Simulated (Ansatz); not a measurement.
Species: LuF$_{3}$, charge 1, multiplicity 2. The spin state was set by rule; other spins were not relaxed. 
Coordinates optimised at B3LYP-D3(BJ)/def2-TZVP (Ansatz, a quantum-chemistry and plane-wave program):
```xyz
4

Lu     0.1530    -0.1474    -0.2087
F     -1.7842    -0.0431     0.4632
F     -0.7908     1.6656    -0.0151
F      1.3677    -0.4599     1.1980
```
Charge +1, spin multiplicity 2.

Total electronic energies in hartree. Cores are frozen in the correlated levels unless marked. Open shells are spin-unrestricted. No spin-orbit coupling. The frozen core is the preceding noble-gas configuration, with the filled d and f shells of earlier blocks. Past Kr the def2 sets carry scalar-relativistic core potentials. 

The Hartree-Fock reference is unstable (checked in the largest basis), which strains HF and MP2. 

```csv
level,program,energy (Eh)
PBE/def2-TZVP,Ansatz,-1535.78019
PBE-D3(BJ)/def2-TZVP,Ansatz + dftd3,-1535.78172
PBE-D4/def2-TZVP,Ansatz + dftd4,-1535.78166
r2SCAN-D3(BJ)/def2-TZVP,Ansatz + dftd3,-1535.00337
PBE0/def2-SVP,Ansatz,___
PBE0-D3(BJ)/def2-TZVP,Ansatz + dftd3,-1535.34354
PBE0/def2-TZVP,Ansatz,-1535.34213
BHLYP-D3(BJ)/def2-TZVP,Ansatz + dftd3,___
r2SCANh/def2-TZVP,Ansatz,-1534.91684
HSE06/def2-TZVP,Ansatz,___
CAM-B3LYP/def2-TZVP,Ansatz,-1535.58720
LC-wPBE-D3(BJ)/def2-TZVP,Ansatz + dftd3,-1535.86534
wB97X-V/def2-TZVP,Ansatz,-1535.56831
B2PLYP-D4/def2-TZVP,Ansatz + dftd4,-1534.17029
```

Problem. Complete the blanks.

Solution. 
- PBE0/def2-SVP, energy (Eh): -1534.92982
- BHLYP-D3(BJ)/def2-TZVP, energy (Eh): -1534.80294
- HSE06/def2-TZVP, energy (Eh): -1535.34553
